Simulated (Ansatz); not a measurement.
A search over several starts for the lowest SCF solution of Mg₄H₃⁻ at the given spin, in a small basis.

```yaml
crystal:
  periodic: [false, false, false]
  atoms:
    - {symbol: Mg, position_ang: [-1.360473, 1.146437, -0.236491]}
    - {symbol: Mg, position_ang: [0.962409, -1.472542, 0.354240]}
    - {symbol: Mg, position_ang: [1.431277, 1.512631, 1.076519]}
    - {symbol: Mg, position_ang: [1.191923, 0.625860, -1.912668]}
    - {symbol: H, position_ang: [-2.957457, 1.767720, -0.301472]}
    - {symbol: H, position_ang: [-0.614227, -0.494033, 0.226221]}
    - {symbol: H, position_ang: [1.346558, -3.086083, 0.793651]}
basis:
  gaussian: {orbitals: def2-SVP}
total_charge: -1
hamiltonian: {xc: pbe0, dispersion: d4}
output: {orbitals: {seedname: orbitals}}
```

```sh
$ ansatz run in.yaml --threads 4 --pin off --events-out ev --progress --plain --max-ram 3916MiB
```

Shortened log:

```
Functional definition: PBE0
729 factors; integrals over basis functions are off by at most 5.5e-4 eV
mean field evaluation 1: about -21805.4883 eV, gradient 1.3e1 eV
mean field evaluation 2: about -21806.1522 eV, gradient 8.1e0 eV
mean field evaluation 4: about -21806.6088 eV, gradient 5.9e-1 eV
mean field evaluation 8: about -21807.2340 eV, gradient 2.9e-1 eV
mean field evaluation 16: about -21807.2348 eV, gradient 2.1e-4 eV
mean field -21807.23484536 eV, -801.4010990922 hartree, gradient 4.5e-5 eV, S^2 0.000000; 0 other end points of the search recorded, 0 dependent functions left out
reference -21807.23488509 eV, -801.4011005525 hartree; 26, 26 occupied and 61, 61 virtual orbitals, 729 factors
Total energy: -21807.45540795 eV, -801.4092046180 hartree
```

Run time 1.6 s (4 threads of Arm Neoverse V2 on a shared host).

The structure comes from a short search, and lower isomers may exist.
